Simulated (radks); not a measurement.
The numbers below are computed, except where a source is named.
Spherical quantum dot in the effective-mass picture: electrons in a hard-walled sphere of radius 3.95, with a point charge +1 (a donor) at the centre, all in effective atomic units (hartree* = m*/eps^2 hartree, bohr* = eps/m* bohr), one dielectric constant everywhere. Level of theory: non-relativistic Kohn-Sham, exchange-only LDA, spin-polarised, spherical densities (a radial shooting solver with Libxc functionals). Levels are named by radial order and angular momentum (1s, 1p, 1d, 2s, ...), and open shells are averaged over m.

N = 11, configuration 1s2 1p6 1d(up 3, down 0). This is the lowest configuration that the search found. Occupied and some empty levels:

level    occupation  eigenvalue (hartree*)  <r> (bohr*)
1s up             1                 3.4908        2.163
1s down           1                 3.5434        2.078
1p up             3                 3.7593        2.577
1p down           3                 3.8321        2.560
1d up             3                 4.0987        2.729
1d down           0                 4.1764        2.723
2s up             0                 4.1982        1.701
2s down           0                 4.2232        1.756
1f up             0                 4.5351        2.835
1f down           0                 4.6149        2.833
2p up             0                 5.0634        2.017
2p down           0                 5.1017        2.014

Energy (hartree*): total 21.6457, kinetic 8.2554, external -4.9021, Hartree 21.542, exchange-correlation -3.2497.

Electron density:

r (bohr*)  n(r) (e/bohr*^3)
0.203                0.1232
0.499               0.07843
0.794               0.05960
1.09                0.05472
1.39                0.05792
1.68                0.06576
1.98                0.07496
2.27                0.08144
2.57                0.08029
2.86                0.06790
3.16                0.04539
3.45                0.02024
3.75               0.003356
